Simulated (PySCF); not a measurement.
# Steps of a relaxation of La(NO2)3

La(NO2)3 (singlet). PySCF 2.14.0, RKS r2SCAN, La lcecp-1-SVP with ECP46, O def2-SVP, N def2-SVP; non-relativistic Hamiltonian with scalar-relativistic core potentials where named; density fitting; no spin-orbit coupling. Origin of the start: template. Columns: position (Å) and force (eV/Å). Energies are counted from the last step; some of the 6 steps are shown. Forces carry noise of the integration grid, about 0.01 to 0.03 eV/Å.

Run from Python with OMP_NUM_THREADS=4. Where DIIS fails, smearing, a level shift and second-order steps follow.
It took 120 s on 4 threads of AMD EPYC (Zen 3), with other jobs on the host, from the converged density of the start.

```xyz
10
step 0  E = 0.104 eV
La    0.0000    0.0000    0.0000     0.00    0.00    0.00
O     2.3302    0.0000    1.0600    -0.48    0.00   -0.47
O     2.3302    0.0000   -1.0600    -0.48    0.00    0.47
N     3.0202    0.0000    0.0000     0.13    0.00    0.00
O    -1.1651    2.0180    1.0600     0.24   -0.42   -0.47
O    -1.1651    2.0180   -1.0600     0.24   -0.42    0.47
N    -1.5101    2.6156    0.0000    -0.06    0.11    0.00
O    -1.1651   -2.0180    1.0600     0.24    0.42   -0.47
O    -1.1651   -2.0180   -1.0600     0.24    0.42    0.47
N    -1.5101   -2.6156    0.0000    -0.06   -0.11    0.00
```

```xyz
10
step 2  E = 0.009 eV
La    0.0000    0.0000    0.0000     0.00    0.00    0.00
O     2.2713    0.0000    1.0472     0.00    0.00    0.13
O     2.2713    0.0000   -1.0472     0.00    0.00   -0.13
N     2.9783    0.0000    0.0000    -0.23    0.00    0.00
O    -1.1356    1.9670    1.0472     0.00    0.00    0.13
O    -1.1356    1.9670   -1.0472     0.00    0.00   -0.13
N    -1.4891    2.5793    0.0000     0.12   -0.21    0.00
O    -1.1357   -1.9670    1.0472     0.00    0.00    0.13
O    -1.1357   -1.9670   -1.0472     0.00    0.00   -0.13
N    -1.4892   -2.5793    0.0000     0.12    0.21    0.00
```

```xyz
10
step 3  E = 0.001 eV
La    0.0000    0.0000    0.0000     0.01    0.00    0.00
O     2.2508    0.0000    1.0501     0.02    0.00    0.06
O     2.2508    0.0000   -1.0501     0.02    0.00   -0.06
N     2.9540    0.0000    0.0000    -0.02    0.00    0.00
O    -1.1254    1.9492    1.0501    -0.01    0.01    0.06
O    -1.1254    1.9492   -1.0501    -0.01    0.01   -0.06
N    -1.4770    2.5583    0.0000     0.02   -0.02    0.00
O    -1.1254   -1.9492    1.0501    -0.01   -0.01    0.06
O    -1.1254   -1.9492   -1.0501    -0.01   -0.01   -0.06
N    -1.4770   -2.5583    0.0000     0.02    0.02    0.00
```

**Question.** Where does the relaxation end?

**Answer.** It converges at step 5 in D3h:
```xyz
10
step 5  E = 0
La    0.0000    0.0000    0.0000
O     2.2511    0.0000    1.0514
O     2.2511    0.0000   -1.0514
N     2.9533    0.0000    0.0000
O    -1.1256    1.9495    1.0514
O    -1.1256    1.9495   -1.0514
N    -1.4766    2.5576    0.0000
O    -1.1256   -1.9495    1.0514
O    -1.1256   -1.9495   -1.0514
N    -1.4767   -2.5576    0.0000
```

**Question.** How did the contacts change?

**Answer.** 
| contact | start (Å) | end (Å) |
| --- | --- | --- |
| La1–O2 (NO2) | 2.560 | 2.485 |
| La1–O5 (NO2) | 2.560 | 2.485 |
| La1–O8 (NO2) | 2.560 | 2.485 |


No frequency check is given that shows the relaxed geometry to be a minimum.
